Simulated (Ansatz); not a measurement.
```yaml
crystal:
  periodic: [false, false, false]
  atoms:
    - {symbol: C, position_ang: [2.319969, 2.218453, 0.893676]}
    - {symbol: O, position_ang: [1.049450, 1.447874, 0.685227]}
    - {symbol: Hf, position_ang: [-0.245181, 0.140861, 0.156865]}
    - {symbol: C, position_ang: [-1.243461, -0.138559, 2.121818]}
    - {symbol: O, position_ang: [-1.556931, 0.986171, -0.854723]}
    - {symbol: C, position_ang: [-2.436757, 1.453109, -1.795682]}
    - {symbol: C, position_ang: [-0.070276, -2.372805, 0.219408]}
    - {symbol: C, position_ang: [-0.346244, -1.993757, -1.021099]}
    - {symbol: C, position_ang: [0.830312, -1.315690, -1.629532]}
    - {symbol: C, position_ang: [1.777371, -1.283429, -0.614146]}
    - {symbol: F, position_ang: [2.947925, -0.744719, -0.744250]}
    - {symbol: C, position_ang: [1.214056, -1.907576, 0.609198]}
    - {symbol: H, position_ang: [2.258887, 3.113888, 0.212261]}
    - {symbol: H, position_ang: [2.319814, 2.463285, 1.924066]}
    - {symbol: H, position_ang: [3.154804, 1.589432, 0.557950]}
    - {symbol: H, position_ang: [-2.216450, -0.811135, 2.052903]}
    - {symbol: H, position_ang: [-0.672154, -0.565714, 2.982030]}
    - {symbol: H, position_ang: [-1.612407, 0.768295, 2.484738]}
    - {symbol: H, position_ang: [-3.515021, 1.642634, -1.360477]}
    - {symbol: H, position_ang: [-2.154777, 2.506320, -2.201464]}
    - {symbol: H, position_ang: [-2.549525, 0.853044, -2.684065]}
    - {symbol: H, position_ang: [-0.730329, -2.921133, 0.931237]}
    - {symbol: H, position_ang: [-1.226158, -2.186528, -1.624936]}
    - {symbol: H, position_ang: [0.919389, -0.876773, -2.596804]}
    - {symbol: H, position_ang: [1.750471, -2.071452, 1.501439]}
basis:
  gaussian: {orbitals: def2-TZVP, final_grid: {core_spheres: 1, valence_spheres: 1, degree: 1}}
hamiltonian: {xc: {name: PBE}}
```

```sh
$ ansatz run in.yaml --threads 10 --pin off --events-out ev --progress --plain --max-ram 110592MiB --backend cuda --devices 0, --max-vram 75GiB
```

Output, abridged:

```
Functional definition: PBE
2815 factors; their error is unknown
mean field evaluation 1: about -16577.2633 eV, gradient 1.3e2 eV
mean field evaluation 2: about -16438.9460 eV, gradient 2.8e2 eV
mean field evaluation 4: about -16614.7751 eV, gradient 3.2e1 eV
mean field evaluation 8: about -16616.6589 eV, gradient 7.0e-1 eV
mean field evaluation 32: about -17292.9442 eV, gradient 6.4e0 eV
mean field evaluation 64: about -17296.6785 eV, gradient 2.6e0 eV
a density is far from that of the atoms, so the factors are made again for it
4833 factors; integrals over basis functions are off by at most 1.2e-3 eV
mean field evaluation 160: about -17296.6532 eV, gradient 9.6e-6 eV
mean field -17296.65315851 eV, -635.6402794827 hartree, gradient 9.6e-6 eV, S^2 0.000000; 7 other end points of the search recorded, 0 dependent functions left out
reference -17296.65351008 eV, -635.6402924026 hartree; 49, 49 occupied and 410, 410 virtual orbitals, 4833 factors
Total energy: -17296.65351008 eV, -635.6402924026 hartree
```

**Question.** What is wrong with this run?

**Answer.** The integration grid is far too coarse. The calculation finished and met its thresholds. The result belongs to that input, not to the molecule as meant.
